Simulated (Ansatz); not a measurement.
C4H10MgO (`CC(C)(C)[O][MgH]`), relaxed with RKS PBE0-D4/def2-TZVP in Ansatz 0.2.0 from a PBE-D4/def2-SVP geometry. The force threshold is 0.005 eV/Å; the program also tests the step.

The species carries charge 0 and has multiplicity 1.

Start:

```xyz
16

C     1.373    0.730   -0.360
C     0.019    0.128    0.067
C     0.012   -0.112    1.590
C    -1.123    1.090   -0.315
O    -0.169   -1.093   -0.592
Mg   -0.407   -2.662   -1.427
H     1.569    1.702    0.137
H     1.389    0.891   -1.457
H     2.197    0.034   -0.101
H    -0.955   -0.560    1.900
H     0.157    0.829    2.159
H     0.823   -0.816    1.868
H    -2.101    0.655   -0.024
H    -1.020    2.076    0.183
H    -1.132    1.254   -1.412
H    -0.632   -4.146   -2.219
```

| step | energy (eV) | largest force (eV/Å) | largest move (Å) |
| --- | --- | --- | --- |
| 1 | -11795.7407 | 0.498 | 0.000 |
| 2 | -11795.7960 | 0.222 | 0.027 |
| 3 | -11795.8028 | 0.033 | 0.016 |
| 4 | -11795.8029 | 0.002 | 0.002 |

End:

```xyz
16

C     1.359    0.723   -0.356
C     0.019    0.125    0.066
C     0.012   -0.111    1.574
C    -1.112    1.079   -0.312
O    -0.168   -1.085   -0.587
Mg   -0.402   -2.629   -1.410
H     1.548    1.680    0.136
H     1.373    0.882   -1.437
H     2.171    0.037   -0.099
H    -0.942   -0.551    1.879
H     0.155    0.819    2.130
H     0.812   -0.803    1.848
H    -2.075    0.650   -0.023
H    -1.005    2.049    0.182
H    -1.119    1.241   -1.393
H    -0.626   -4.107   -2.199
```

It took 32 s on 4 threads of an Arm Neoverse V1 on a shared host, with 0.8 GiB of host memory at the peak.
